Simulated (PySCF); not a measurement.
SnOBr, SMILES [Br][Sn]=[O], multiplicity 2.

Coordinates come from a r2SCAN-D4/def2-TZVP optimisation. The def2 effective core potentials stand for the cores of Sn; spin–orbit coupling is left out.

Calculation: TDA-PBE/def2-SVPD (PySCF).

Vertical excitations. Isolated molecule, no solvent.

Computed UV-visible absorptions:
```tsv
state	energy (eV)	λ (nm)	f	main pairs
root 1	0.77	1616	0.001	β HOMO→LUMO 98 %
root 2	0.85	1465	0.000	β HOMO−1→LUMO 98 %
root 3	1.71	725	0.001	β HOMO−3→LUMO 99 %
root 4	1.81	684	0.008	β HOMO−2→LUMO 90 %
root 5	2.63	471	0.025	β HOMO−4→LUMO 80 %
root 6	3.06	405	0.000	α HOMO→LUMO 37 %, β HOMO→LUMO+1 59 %
root 7	3.41	364	0.002	α HOMO−1→LUMO 36 %, α HOMO−3→LUMO 7 %, β HOMO−1→LUMO+1 56 %
root 8	3.61	344	0.010	α HOMO→LUMO 56 %, α HOMO−2→LUMO 9 %, β HOMO→LUMO+1 31 %
root 9	3.90	318	0.006	α HOMO−2→LUMO 73 %, β HOMO−2→LUMO+1 18 %, β HOMO→LUMO+1 7 %
root 10	4.01	309	0.001	α HOMO−3→LUMO 40 %, α HOMO−1→LUMO 13 %, β HOMO−3→LUMO+1 46 %
```
Unrestricted roots are not spin-pure.
